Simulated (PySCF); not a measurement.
Coordinates in bohr (charge 0 multiplicity 1):
```
La   -0.5129    0.0000   -0.6923
O    -3.5525    0.0000    1.2697
Cl    3.6564    0.0000    2.1376
```

Level of theory: PySCF, PBE0, basis La def2-TZVP with ECP46, O def2-TZVP, Cl def2-TZVP (scalar-relativistic core potentials, no spin–orbit coupling, density fitting).

This geometry of LaOCl is a stationary point at this level.

Q: What is the point group?

A: Cs.

Q: Is it a minimum?

A: Yes: all harmonic wavenumbers are real.

Q: What are the dipole moment and the gap between the highest occupied and lowest empty levels?

A: 8.04 D and 4.81 eV.

Q: Give the ideal-gas entropy at 298.15 K and 1 bar by parts.

A: translation 174.3, rotation 109.6, vibration 19.2, spin 0.0; total 303.2 J/(mol K).

This need not be the most stable arrangement of these atoms.
